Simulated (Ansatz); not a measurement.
`[CH3][Al@H-]1[Cl+][Al@@H-]([CH3])[Cl+]1` at its PBE0-D4/def2-TZVP geometry, where that method's forces vanish. The species carries charge 0 and has multiplicity 1.

```xyz
14

C    -1.4650    1.6382   -1.2330
Al    0.3944    1.7061   -0.6864
Cl    1.4263   -0.2568   -1.3213
Al    1.3638   -0.9534    0.8767
C    -0.0365   -2.2810    1.0705
Cl    0.5372    1.0975    1.5341
H    -1.9403    0.6986   -0.9389
H    -2.0376    2.4555   -0.7841
H    -1.5593    1.7330   -2.3191
H     1.4242    2.8759   -0.9202
H     2.8531   -1.0443    1.3839
H    -0.9749   -1.9499    0.6178
H     0.2477   -3.2246    0.5947
H    -0.2332   -2.4948    2.1255
```

**Question.** What forces (eV/Å) does r2SCAN-D4/def2-TZVPP give on these atoms in Ansatz 0.2.0? (Best estimate.)

**Answer.** Computed: 
```
C1   0.054  0.020  0.006
Al2  0.020  0.017  0.000
Cl3  0.012 -0.016 -0.035
Al4  0.025  0.004  0.008
C5   0.052  0.024  0.003
Cl6 -0.010  0.016  0.034
H7  -0.009  0.023 -0.013
H8  -0.014 -0.021 -0.020
H9  -0.027 -0.003  0.019
H10 -0.033 -0.015 -0.004
H11 -0.034 -0.014 -0.004
H12  0.008 -0.023  0.014
H13 -0.029  0.003  0.016
H14 -0.016 -0.015 -0.023
```
